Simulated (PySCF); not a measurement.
Molecule: `Clc1ccncc1`, C$_{5}$H$_{4}$ClN.

Geometry (Å), atoms numbered from 1 in this order:
```xyz
11

Cl   -0.4389    2.7812    0.1430
C    -0.1666    1.0801    0.0438
C    -1.2435    0.1991   -0.0191
C    -0.9591   -1.1638   -0.0966
N     0.2722   -1.6657   -0.1135
C     1.2863   -0.8075   -0.0534
C     1.1315    0.5760    0.0267
H    -2.2704    0.5669   -0.0076
H    -1.7840   -1.8839   -0.1474
H     2.2947   -1.2369   -0.0691
H     1.9930    1.2433    0.0745
```

Geometry PBE0-D3(BJ)/def2-SVP throughout; GIAO in PySCF 2.14, gas phase, one conformer, non-relativistic; equivalent atoms averaged; basis pcSseg-1.

For orientation, B3LYP gives these absolute shieldings σ: Cl1 675.0, C4/C6 22.4, C2 22.2, C3/C7 49.2, N5 -97.7, H9/H10 22.84, H8/H11 24.31 ppm.

A run gave: Cl1 693.9, C4/C6 30.5, C2 31.7, C3/C7 57.3, N5 -82.8, H9/H10 22.77, H8/H11 24.24 ppm (absolute shieldings σ).

Question: Which functional was used in that run?
A. B97-2
B. mPW1PW91
C. LDA
D. CAM-B3LYP
E. BP86

Answer: A. C4/C6 tells them apart best: B97-2 gives 30.5, mPW1PW91 gives 27.0, CAM-B3LYP gives 22.2, LDA gives 20.9, BP86 gives 26.1 ppm.
